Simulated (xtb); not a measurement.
HCl$_{2}$OZr, doublet, at a GFN2-xTB geometry (such geometries of metal compounds can be far from the true shape) (the multiplicity is a formal guess); GFN0-xTB (xtb).

The xtb input:
```
$ xtb mol.xyz --gfn 0 --chrg 0 --uhf 1 --json

# file mol.xyz
5

Zr     0.27320782    -0.10491578     0.18567187
Cl    -1.68830547    -1.18329808    -0.07459920
Cl     0.09185811     1.79635712    -1.01034545
O      1.71735808    -0.65949052     1.16711550
H      2.47242749    -0.94944817     1.68026021
```

It wrote (shortened):

```
   ID    Z sym.   atoms
    1   40 Zr     1
    2   17 Cl     2, 3
    3    8 O      4
    4    1 H      5

           -------------------------------------------------
          |                Calculation Setup                |
           -------------------------------------------------

           -------------------------------------------------
          |                 G F N 0 - x T B                 |
           -------------------------------------------------

          ...................................................
          :                      SETUP                      :
          :.................................................:
          :  # basis functions                  36          :
          :  # atomic orbitals                  33          :
          :  # shells                           13          :
          :  # electrons                        25          :
          :  electronic temp.          300.0000000     K    :
          :  accuracy                    1.0000000          :
          :  -> integral cutoff          0.2500000E+02      :
          :  -> integral neglect         0.1000000E-07      :
          ...................................................

         :::::::::::::::::::::::::::::::::::::::::::::::::::::
         ::                     SUMMARY                     ::
         :::::::::::::::::::::::::::::::::::::::::::::::::::::
         :: total energy             -14.040352931197 Eh    ::
         :: gradient norm              0.038341711558 Eh/a0 ::
         :: HOMO-LUMO gap              0.174556674081 eV    ::
         ::.................................................::
         :: H0 energy                -13.812759089726 Eh    ::
         :: repulsion energy           0.059861903001 Eh    ::
         :: electrostat energy        -0.286144538979 Eh    ::
         :: -> Gsolv                   0.000000000000 Eh    ::
         ::    -> Gsasa                0.000000000000 Eh    ::
         ::    -> Gshift               0.000000000000 Eh    ::
         :: dispersion energy         -0.001311205493 Eh    ::
         :: short-range corr.          0.000000000000 Eh    ::
         :: add. restraining           0.000000000000 Eh    ::
         :: total charge               0.000000000000 e     ::
         :::::::::::::::::::::::::::::::::::::::::::::::::::::

           -------------------------------------------------
          |                Property Printout                |
           -------------------------------------------------

    * Orbital Energies and Occupations

         #    Occupation            Energy/Eh            Energy/eV
      -------------------------------------------------------------
         1        2.0000           -0.9794355             -26.6518
         2        2.0000           -0.9781742             -26.6175
         3        2.0000           -0.6872718             -18.7016
         4        2.0000           -0.5299090             -14.4196
         5        2.0000           -0.4588910             -12.4871
         6        2.0000           -0.4544972             -12.3675
         7        2.0000           -0.4525754             -12.3152
         8        2.0000           -0.4515861             -12.2883
         9        2.0000           -0.4503291             -12.2541
        10        2.0000           -0.4472936             -12.1715
        11        2.0000           -0.4342221             -11.8158
        12        2.0000           -0.4318932             -11.7524
        13        0.9669           -0.3005389              -8.1781 (HOMO)
        14        0.0331           -0.2941241              -8.0035 (LUMO)
        15                         -0.2798198              -7.6143
        16                         -0.2252012              -6.1280
        17                         -0.2141614              -5.8276
        18                         -0.1622679              -4.4155
        19                         -0.0625327              -1.7016
        20                         -0.0620995              -1.6898
        21                         -0.0619181              -1.6849
        22                         -0.0617068              -1.6791
        23                         -0.0609134              -1.6575
        24                         -0.0599802              -1.6321
       ...                                ...                  ...
        33                          0.7385984              20.0983
      -------------------------------------------------------------
                  HL-Gap            0.0064148 Eh            0.1746 eV
             Fermi-level            0.0000000 Eh            0.0000 eV

     #   Z          covCN         q      C6AA      α(0)
     1  40 Zr       2.180     1.253   396.494    46.167
     2  17 Cl       0.735    -0.370   108.812    15.943
     3  17 Cl       0.735    -0.370   108.812    15.943
     4   8 O        1.508    -0.976    36.158     8.124
     5   1 H        0.813     0.462     0.384     0.973

 Mol. C6AA /au·bohr⁶  :       2166.304689
 Mol. C8AA /au·bohr⁸  :     170783.999031
 Mol. α(0) /au        :         87.150205

Wiberg/Mayer (AO) data.
largest (>0.10) Wiberg bond orders for each atom

 ---------------------------------------------------------------------------
     #   Z sym  total        # sym  WBO       # sym  WBO       # sym  WBO
 ---------------------------------------------------------------------------
     1  40 Zr   2.577 --     4 O    1.021     3 Cl   0.765     2 Cl   0.765
     2  17 Cl   0.790 --     1 Zr   0.765
     3  17 Cl   0.790 --     1 Zr   0.765
     4   8 O    2.004 --     1 Zr   1.021     5 H    0.954
     5   1 H    0.981 --     4 O    0.954
 ---------------------------------------------------------------------------

Topologies differ in total number of bonds
Writing topology from bond orders to xtbtopo.mol

 dipole moment from electron density (au)
     X       Y       Z
   1.5244  -0.5854   1.0360  total (Debye):    4.915

           -------------------------------------------------
          | TOTAL ENERGY              -14.040352931197 Eh   |
          | GRADIENT NORM               0.038341711558 Eh/α |
          | HOMO-LUMO GAP               0.174556674081 eV   |
           -------------------------------------------------

normal termination of xtb
```
